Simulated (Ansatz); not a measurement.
Isolated molecules relaxed with PBE0-D4/def2-TZVP in Ansatz; ΔE leaves out vibrations. CCSD(T)/CBS is the MP2 limit (def2-TZVPP, def2-QZVPP) plus CCSD(T) − MP2 in def2-TZVPP, frozen cores. Functionals use def2-TZVPP. Elements past krypton have def2 core potentials. For Br, Sn, Zn outer-core shells are correlated without core-valence functions, which leaves a few kJ/mol of doubt a bond. Scalar relativity is left out up to krypton. Each species was taken in one conformer, which may not be the lowest.

`C[S][Zn][Br]` + `[F][Sn][O][SiH3]` → `[F][Zn][Br]` + `C[S][Sn][O][SiH3]`  (redistribution)

CCSD(T)/CBS gives +32.3 kJ/mol.

Q: Another level gave +32.6 kJ/mol. Which?
A. ωB97M-V/def2-TZVPP
B. RPA@PBE/def2-TZVPP
C. PBE/def2-TZVPP
D. SCS-MP2/def2-TZVPP

A: D. SCS-MP2/def2-TZVPP 32.6, PBE 37.3, ωB97M-V 41.4, RPA@PBE/def2-TZVPP 27.3 kJ/mol.

Largest T1 diagnostic among the species: 0.016.

At CCSD(T), def2-SVP lies −8.9 kJ/mol from the extrapolated value and def2-TZVPP −2.4 kJ/mol. In def2-TZVPP, CCSD(T) changes the Hartree–Fock value by −11.5 kJ/mol (the triples alone add −2.3 kJ/mol) and MP2 by −11.2 kJ/mol.
